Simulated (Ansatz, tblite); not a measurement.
Cost and result up the ladder for Co(NH2)2 (CoN2H4) (7 atoms). Charge 0, multiplicity 4. Geometry: PBE0-D4/def2-TZVP.

```
atom   x (Å)   y (Å)   z (Å)
 Co1   0.002   0.004  -0.001
  N2   1.639  -0.767  -0.156
  H3   2.306  -0.892   0.592
  H4   2.029  -1.154  -1.003
  N5  -1.637   0.773   0.156
  H6  -2.033   1.151   1.003
  H7  -2.307   0.884  -0.591
```

Ansatz on 2 threads of Intel Xeon 6975P-C on a shared host; xTB runs through tblite on one thread. Times are rough, summed over both states, and most runs start from the orbitals of an earlier one. CCSD(T)/def2-TZVP serves as the yardstick here, not as an exact answer. The other state is a quintet, and no other spin of it was run.

The xTB rows come from tblite. Correlated methods freeze 7 core orbitals; core or outer-core shells of Co are correlated, in sets that lack core-valence functions. In CCSD on the charge 1 quintet the largest single amplitude is 0.20, so its Hartree–Fock determinant may place the open shell otherwise than the density functionals do. HOMO above LUMO, or a gap near zero within one spin, warns that the state may not be the lowest or that an electron is smeared out. The order of the spin states hangs on the level: the doublet lies 0.10 eV below the quartet at LDA (SPW92)/def2-TZVP, but 0.09 eV above it at PBE-D4/def2-TZVP.

Second-order perturbation terms are unreliable where d shells bring near-degenerate states, and here PBE-QIDH/def2-TZVP lies more than 0.4 eV from the median of the functionals without such a term.

At PBE0-D4/def2-TZVP the highest occupied level of the quartet has α spin (-5.93 eV), and emptying it gives a triplet, which wasn't run; the ionisation energy to the quintet shown is then probably not the lowest one.

Correlated methods converge slowly with the basis.

Raw xTB energies of ions are shifted by several eV, and xTB has no spin-polarisation term.

```tsv
level	functions	wall time	vertical IE (eV)	difference from CCSD(T)/def2-TZVP (eV)	remarks
GFN2-xTB	21	0.005 s	13.22	4.39	–
GFN1-xTB	25	0.007 s	14.75	5.92	–
LDA (SPW92)/def2-TZVP	131	3.1 s	8.45	-0.38	gap within one spin near zero (+1 quintet), lower spin may lie lower (+1 quintet)
PBE-D4/def2-TZVP	131	11 s	8.18	-0.64	gap within one spin near zero (+1 quintet)
r2SCAN-D4/def2-TZVP	131	13 s	8.11	-0.71	–
PBE-QIDH/def2-TZVP	131	13 s	8.78	-0.05	–
PBE0-D4/def2-TZVP (with forces)	131	13 s	8.24	-0.59	–
r2SCANh-D4/def2-TZVP	131	14 s	8.13	-0.70	–
r2SCAN0-D4/def2-TZVP (with forces)	131	15 s	8.20	-0.63	–
ωB97M-V/def2-TZVP	131	31 s	8.51	-0.32	–
CCSD(T)/def2-TZVP	131	2.9 min	8.83	0.00	–
```
